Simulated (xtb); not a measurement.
xtb input (GFN2-xTB):

```bash
xtb mol.xyz --gfn 2 --ohess tight --chrg -1 --uhf 0
```
mol.xyz:
```
11

C     -1.33723558     0.17197488    -0.03876207
C      0.09666694     0.29148867     0.52969340
C      1.09233297    -0.41357396    -0.43407542
S      2.76044558    -0.23690587     0.22593296
H     -1.64549461    -0.88863898    -0.09482142
H     -2.06702887     0.64698310     0.60912564
H     -1.38248034     0.61007865    -1.06120058
H      0.29274136     1.37820308     0.56136840
H      0.15063545    -0.16181505     1.50225794
H      1.06374019     0.02409593    -1.38056082
H      0.88198491    -1.44746821    -0.49165137
```

End of the output:

```
   ------------------------------------------------------------------------
    298.15    0.639012E-02    0.984204E-01    0.350155E-01    0.634049E-01
   ------------------------------------------------------------------------

         :::::::::::::::::::::::::::::::::::::::::::::::::::::
         ::                  THERMODYNAMIC                  ::
         :::::::::::::::::::::::::::::::::::::::::::::::::::::
         :: total free energy         -13.370981488814 Eh   ::
         ::.................................................::
         :: total energy              -13.434386371012 Eh   ::
         :: zero point energy           0.092030288180 Eh   ::
         :: G(RRHO) w/o ZPVE           -0.028625405982 Eh   ::
         :: G(RRHO) contrib.            0.063404882199 Eh   ::
         :::::::::::::::::::::::::::::::::::::::::::::::::::::

optimized geometry written to: xtbopt.xyz

           -------------------------------------------------
          | TOTAL ENERGY              -13.434386371012 Eh   |
          | TOTAL ENTHALPY            -13.335965966183 Eh   |
          | TOTAL FREE ENERGY         -13.370981488814 Eh   |
          | GRADIENT NORM               0.000135519417 Eh/α |
          | HOMO-LUMO GAP               4.228770904273 eV   |
           -------------------------------------------------

------------------------------------------------------------------------
------------------------------------------------------------------------
 total:
 SCF:
 ANC optimizer:
 analytical hessian:
```

It need not be the lowest isomer of its formula. Whether it binds its extra electron was not tested at this geometry.
